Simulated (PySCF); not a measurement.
C3H6N2Si, SMILES N#CC/C=N/[SiH3]. Atoms are numbered in the order given.

```xyz
12

N     -3.3384     0.9067    -0.6862
C     -2.5154     0.4115    -0.0317
C     -1.4510    -0.2097     0.7569
C     -0.1466    -0.3392    -0.0200
N      0.9627    -0.0582     0.5199
Si     2.5450    -0.2030    -0.2451
H     -1.2620     0.3664     1.6747
H     -1.7857    -1.2202     1.0548
H     -0.2637    -0.7108    -1.0611
H      3.1765     1.1400    -0.2243
H      2.4623    -0.7018    -1.6519
H      3.3494    -1.1460     0.5724
```

Geometry: TPSSh-D3(BJ)/def2-SVP. The structure was generated by enumeration; whether it is a known compound was not checked. Other conformers were not sampled.

The numbers are results of PySCF with SMD-B3LYP/6-31G*, not measurements.

Solvation free energies are E(SMD) − E(gas) at the gas-phase geometry, for 1 M in both phases. In vacuum the dipole moment is 3.06 D.

Problem. Estimate the solvation free energies in water, acetonitrile, acetone. (Estimate from the structure and the level; the computed values follow.)

Solution. 
```json
[
 {"solvent": "water", "ΔG(solv) (kcal/mol)": "-3.5", "its non-electrostatic (CDS) part": "5.0", "dipole (D)": "3.75"},
 {"solvent": "acetonitrile", "ΔG(solv) (kcal/mol)": "-7.0", "its non-electrostatic (CDS) part": "1.3", "dipole (D)": "3.73"},
 {"solvent": "acetone", "ΔG(solv) (kcal/mol)": "-7.1", "its non-electrostatic (CDS) part": "0.9", "dipole (D)": "3.71"}
]
```
